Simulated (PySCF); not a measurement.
These are B3LYP-D3(BJ)/def2-TZVP in PySCF values and carry that method's errors. Isolated molecules, 0 K electronic values unless said otherwise. B3LYP has the VWN-RPA correlation part, as in Gaussian. 

Reference species (SMILES): `[GeH3]` (neutral, multiplicity 2).

```json
{
 "highest_occupied_spin_orbital": "-6.05 eV",
 "dipole_moment": "0.11 D"
}
```

Changed species: `[I]` (radical fragment; the reference has radical fragment).

Q: Give the shifts of the highest occupied spin orbital and dipole moment.

A: the highest occupied spin orbital drops by 1.58 eV, to -7.63 eV; the dipole moment falls by 0.11 D, to 0.00 D.
